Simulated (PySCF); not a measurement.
How methods differ on the ionisation energy of Be⁺

Be⁺ [He] 2s1 (2S) → Be²⁺ 1s2 (1S), as a difference of total energies. Computed with PySCF 2.14 in def2-QZVPPD, with no relativity, point nucleus. Correlated levels: valence and next inner shell: nothing frozen. The calculations carry no spin-orbit coupling.

Question: Order these methods by the ionisation energy they give, lowest first.
A. M06-2X
B. M06-L
C. UHF
D. PBE0

Answer: B (17.664 eV), C (18.127 eV), A (18.360 eV), D (18.456 eV).

Errors of the correlated levels include the incompleteness of this basis.

For comparison: 18.211 eV (measured; NIST Atomic Spectra Database, ionization energies).
